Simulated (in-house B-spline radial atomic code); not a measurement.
## RPA and G0W0 on wB97X: Se⁵⁺

Configuration [Ar] 3d10 4s1, highest spin, mean-field start wB97X. Computed with a B-spline radial code for spherical atoms: all electrons, scalar-relativistic (spin-free one-electron X2C), finite nucleus, each spin shell either full or empty, empty states to l = 9 with an (l + 1/2)⁻⁴ tail; G0W0 by contour deformation at full frequency.

Command:
```bash
python run_gw.py task.json out
```
Settings (radii: box in bohr, nucleus in fm):
```
Z                        34
electrons                29
configuration            [Ar] 3d10 4s1
hamiltonian              x2c
method                   wb97x
lmax                     9
rms_radius               4.14
spin_polarised           True
box_radius               10.43
intervals                67
ion_configuration        [Ar] 3d10
```

Cost of the run: 7.6 s on 1 thread of Intel(R) Xeon(R) Platinum 8259CL CPU @ 2.50GHz (Skylake/Cascade Lake), with other jobs on the host.

Energies (hartree):

| term | value |
| --- | --- |
| mean-field total | -2423.61966 |
| Hartree-Fock functional on these orbitals | -2421.96307 |
| direct second order | -2.4445 |
| second-order exchange | 0.7167 |
| SOSEX correction | 0.66637 |

(1) What is the RPA correlation energy, and what remains with SOSEX?

Quasi-particle levels (eV):

```json
{"level": "4s up", "occupied": "yes", "mean field": "-80.06", "Σx - vxc": "-0.96", "Σc": "?", "QP weight": "?", "G0W0": "?"}
{"level": "3d down", "occupied": "yes", "mean field": "-128.05", "Σx - vxc": "-11.38", "Σc": "2.52", "QP weight": "0.957", "G0W0": "-136.91"}
{"level": "3d up", "occupied": "yes", "mean field": "-128.26", "Σx - vxc": "-11.44", "Σc": "2.56", "QP weight": "0.946", "G0W0": "-137.14"}
{"level": "4s down", "occupied": "no", "mean field": "-67.79", "Σx - vxc": "2.92", "Σc": "-2.34", "QP weight": "0.974", "G0W0": "-67.21"}
```

G0W0 = mean field + (Σx - vxc) + Σc, with Σc (partial-wave tail included) taken at the quasi-particle energy. Only the outer levels were computed. Levels of low weight are left out.

(2) Where does G0W0 put 4s up?

(3) What does it cost to remove one electron (to [Ar] 3d10) by differences of total energies, each species on its own start (correlation terms add to the Hartree-Fock functional)?

Results:

(1) RPA gives -2.1551 hartree (-2.02 eV per electron); RPA + SOSEX gives -1.4888, and the second-order doubles -1.7278 hartree (no singles). SOSEX takes back 31 % of the RPA value.

(2) At -82.71 eV, with Σc = -1.69 eV and a quasi-particle weight of 0.981. The tabulated removal energy is 81.83 ± 0.03 eV (NIST, measured); the calculation leaves out spin-orbit coupling, Breit and QED terms, and what these don't explain is the method's own error.

(3) wB97X 81.60 eV, Hartree-Fock functional 80.65 eV, + RPA 82.34 eV, + RPA + SOSEX 81.72 eV, + second order 82.15 eV. Tabulated: 81.83 ± 0.03 eV (NIST, measured); the calculation leaves out spin-orbit coupling, Breit and QED terms, and what these don't explain is the method's own error.
